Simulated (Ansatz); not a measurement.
Reaction: CH4Si (methylidenesilane, SMILES [SiH2]=C) → CH4Si+ (parent SMILES C=[SiH2], doublet) + e-
Each species at its own B3LYP-D3(BJ)/def2-TZVP minimum (Ansatz, a first-principles code).

Total energies in hartree (Ansatz). Open shells are spin-unrestricted; no spin-orbit coupling. Correlated methods leave the cores frozen. No relativity. The restricted determinant of CH4Si (C=[SiH2], singlet) is unstable towards broken spin symmetry in at least one set run. The spin of CH4Si+ (parent SMILES C=[SiH2], doublet) was assumed, and the state is the lowest solution found for it.

```csv
species,HF/cc-pV(T+d)Z,CCSD(T)/cc-pV(T+d)Z,HF/cc-pV(Q+d)Z,CCSD(T)/cc-pV(Q+d)Z,CCSDT(Q)/cc-pV(T+d)Z
1: CH4Si (SMILES C=[SiH2]),-329.08975,-329.42985,-329.09617,-329.45243,-329.43169
"2: CH4Si+ (parent SMILES [SiH2]=C, doublet)",-328.82778,-329.10965,-328.83375,-329.12971,-329.11099
```

Task: Work out the adiabatic ionisation energy (electronic) in eV: take Hartree-Fock from cc-pV(Q+d)Z, extrapolate the CCSD(T) correlation energy as X^-3 (X = 3, 4), and add CCSDT(Q) - CCSD(T) in cc-pV(T+d)Z. 1 hartree = 27.211 eV.

Result: 
Species 1: correlation (64·(-0.35626) - 27·(-0.34010))/37 = -0.36805; step -0.00184; E1 = -329.09617 + (-0.36805) + (-0.00184) = -329.46606
Species 2: correlation (64·(-0.29596) - 27·(-0.28187))/37 = -0.30624; step -0.00134; E2 = -328.83375 + (-0.30624) + (-0.00134) = -329.14133
-1·E1 +1·E2 = 0.32473 hartree = 8.84 eV.
